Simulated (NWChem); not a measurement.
System: C₄H₇F; SMILES C/C(=C\C)F

Excerpt of the output:

```
             Northwest Computational Chemistry Package (NWChem) 7.3.0
             --------------------------------------------------------

 CS  symmetry detected

                             Geometry "geometry" -> ""
                             -------------------------

 Output coordinates in angstroms (scale by  1.889725989 to convert to a.u.)

  No.       Tag          Charge          X              Y              Z
 ---- ---------------- ---------- -------------- -------------- --------------
    1 C                    6.0000     0.02678014     2.05572208     0.00000000
    2 C                    6.0000     0.67327126     0.71246705     0.00000000
    3 C                    6.0000     0.06177812    -0.46007798     0.00000000
    4 C                    6.0000    -1.38598204    -0.80837601     0.00000000
    5 F                    9.0000     0.84446210    -1.57808302     0.00000000
    6 H                    1.0000     0.34263326     2.61678868     0.87902468
    7 H                    1.0000    -1.05667044     1.99062511     0.00000000
    8 H                    1.0000     0.34263326     2.61678868    -0.87902468
    9 H                    1.0000     1.75481487     0.71380244     0.00000000
   10 H                    1.0000    -1.61689744    -1.40754562     0.88051176
   11 H                    1.0000    -1.61689744    -1.40754562    -0.88051176
   12 H                    1.0000    -2.00485986     0.08142266     0.00000000

 Effective nuclear repulsion energy (a.u.)     173.6401367706

      Symmetry information
      --------------------

 Group name             Cs
 Group number              2
 Group order               2
 No. of unique centers    10

                                Z-matrix (autoz)
                                --------

 Units are Angstrom for bonds and degrees for angles

[...]

      ----------------------
      Optimization converged
      ----------------------

  Step       Energy      Delta E   Gmax     Grms     Xrms     Xmax
  ---- ---------------- -------- -------- -------- -------- --------
@    4    -255.98508732 -6.7D-07  0.00005  0.00001  0.00042  0.00120
                                     ok       ok       ok       ok

                                Z-matrix (autoz)
                                --------

 Units are Angstrom for bonds and degrees for angles

[...]

 Rotational Constants
 --------------------
 A=   0.289344 cm-1  (  0.416292 K)
 B=   0.120236 cm-1  (  0.172989 K)
 C=   0.087729 cm-1  (  0.126220 K)

 Temperature                      =   298.15K
 frequency scaling parameter      =   1.0000

 Zero-Point correction to Energy  =   63.088 kcal/mol  (  0.100537 au)
 Thermal correction to Energy     =   66.907 kcal/mol  (  0.106624 au)
 Thermal correction to Enthalpy   =   67.500 kcal/mol  (  0.107567 au)

 Total Entropy                    =   75.981 cal/mol-K
   - Translational                =   38.805 cal/mol-K (mol. weight =  74.0532)
   - Rotational                   =   25.761 cal/mol-K (symmetry #  =        1)
   - Vibrational                  =   11.415 cal/mol-K

 Cv (constant volume heat capacity) =   20.808 cal/mol-K
   - Translational                  =    2.979 cal/mol-K
   - Rotational                     =    2.979 cal/mol-K
   - Vibrational                    =   14.850 cal/mol-K

[normal modes left out]

 ----------------------------------------------------------------------------
 Normal Eigenvalue ||           Projected Infra Red Intensities
  Mode   [cm**-1]  || [atomic units] [(debye/angs)**2] [(KM/mol)] [arbitrary]
 ------ ---------- || -------------- ----------------- ---------- -----------
    1       -0.000 ||    0.000201           0.005         0.196       0.159
    2       -0.000 ||    0.000799           0.018         0.779       0.634
    3        0.000 ||    0.000000           0.000         0.000       0.000
    4        0.000 ||    0.000179           0.004         0.174       0.142
    5        0.000 ||    0.000437           0.010         0.426       0.347
    6        0.000 ||    0.000501           0.012         0.488       0.397
    7      141.943 ||    0.001037           0.024         1.011       0.822
    8      174.995 ||    0.000168           0.004         0.163       0.133
    9      267.968 ||    0.000130           0.003         0.126       0.103
   10      270.031 ||    0.000227           0.005         0.222       0.180
   11      432.052 ||    0.002673           0.062         2.606       2.120
   12      478.600 ||    0.002315           0.053         2.257       1.837
   13      531.879 ||    0.011880           0.274        11.581       9.425
   14      817.703 ||    0.009439           0.218         9.201       7.488
   15      858.827 ||    0.033200           0.766        32.365      26.338
   16      968.249 ||    0.009765           0.225         9.519       7.747
   17     1027.841 ||    0.014067           0.325        13.713      11.160
   18     1046.233 ||    0.000029           0.001         0.028       0.023
   19     1050.731 ||    0.001381           0.032         1.347       1.096
   20     1143.103 ||    0.017423           0.402        16.985      13.822
   21     1245.003 ||    0.116841           2.696       113.903      92.691
   22     1330.254 ||    0.009210           0.212         8.978       7.306
   23     1401.390 ||    0.008286           0.191         8.077       6.573
   24     1425.949 ||    0.039947           0.922        38.942      31.690
   25     1440.357 ||    0.005900           0.136         5.752       4.681
   26     1450.901 ||    0.009923           0.229         9.673       7.872
   27     1451.046 ||    0.006037           0.139         5.885       4.789
   28     1464.600 ||    0.007221           0.167         7.039       5.728
   29     1814.651 ||    0.060531           1.396        59.008      48.019
   30     3047.606 ||    0.028111           0.649        27.404      22.301
   31     3060.216 ||    0.011868           0.274        11.570       9.415
   32     3118.790 ||    0.011914           0.275        11.615       9.452
   33     3138.064 ||    0.005634           0.130         5.493       4.470
   34     3161.436 ||    0.012725           0.294        12.405      10.094
   35     3193.752 ||    0.002722           0.063         2.653       2.159
   36     3197.348 ||    0.011078           0.256        10.799       8.788
 ----------------------------------------------------------------------------
```

Level: PBE0/def2-SVP. 

Q: Reconstruct the input file.

A: One answer among several that fit: the input that was run:
```
start job
memory heap 200 mb stack 900 mb global 1100 mb
geometry units angstroms
  C      1.816696     1.100898    -0.310137
  C      0.978987    -0.000969     0.243413
  C     -0.316131    -0.184577     0.049137
  C     -1.308011     0.598872    -0.738075
  F     -0.896064    -1.263566     0.650793
  H      2.271862     1.662935     0.504837
  H      1.241501     1.785325    -0.925615
  H      2.623267     0.683797    -0.912393
  H      1.498787    -0.716127     0.866386
  H     -2.106704     0.941467    -0.080544
  H     -1.754705    -0.039327    -1.500172
  H     -0.844511     1.454934    -1.214601
end
basis spherical
  * library def2-svp
end
dft
  xc pbe0
  iterations 150
end
driver
  maxiter 120
end
task dft optimize
task dft freq
```
